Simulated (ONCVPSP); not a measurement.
## Debugging a pseudopotential input (Sc (Z = 21), ONCVPSP 4.0.1)

Command:

```bash
oncvpspr.x < Sc.dat > Sc.out
```

Input:

```
# ATOM AND REFERENCE CONFIGURATION
# atsym  z   nc   nv     iexc    psfile
  Sc 21.00    3    4  -116133      upf
#
#   n    l    f
    1    0    2.00
    2    0    2.00
    2    1    6.00
    3    0    2.00
    3    1    6.00
    3    2    1.00
    4    0    1.00
#
# PSEUDOPOTENTIAL AND OPTIMIZATION
# lmax
    2
#
#   l,   rc,      ep,       ncon, nbas, qcut
    0    1.75    0.00    3    8    7.70
    1    0.50    0.00    4    8    8.10
    2    1.95    0.00    3    8    8.00
#
# LOCAL POTENTIAL
# lloc, lpopt,  rc(5),   dvloc0
    4    5    1.15    0.00
#
# VANDERBILT-KLEINMAN-BYLANDER PROJECTORs
# l, nproj, debl
    0    2    3.80
    1    2    0.80
    2    2    3.10
#
# MODEL CORE CHARGE
# icmod, fcfact, rcfact
    3    4.00    1.80
#
# LOG DERIVATIVE ANALYSIS
# epsh1, epsh2, depsh
   -4.00    5.00    0.02
#
# OUTPUT GRID
# rlmax, drl
    6.00    0.01
#
# TEST CONFIGURATIONS
# ncnf
    4
# nvcnf
#   n    l    f
    4
    3    0    2.00
    3    1    6.00
    3    2    1.00
    4    0    2.00
#
    4
    3    0    2.00
    3    1    6.00
    3    2    1.00
    4    0    0.00
#
    4
    3    0    2.00
    3    1    6.00
    3    2    0.00
    4    0    0.00
#
    5
    3    0    2.00
    3    1    6.00
    3    2    1.00
    4    0    0.00
    4    1    1.00
#
```

This is an input that runs to its end, with one change: rc of l = 1 set to 0.50 bohr.

Q: How does the run end?

A: The program refuses the input: "test_data: rc < rc(lloc) for l = 1. Not allowed.".

```
ONCVPSP  (Optimized Norm-Conservinng Vanderbilt PSeudopotential)
relativistic version 4.0.1

test_data: rc < rc(lloc) for l = 1.  Not allowed.
ERROR: test_data found   1 ERROR; stopping
```
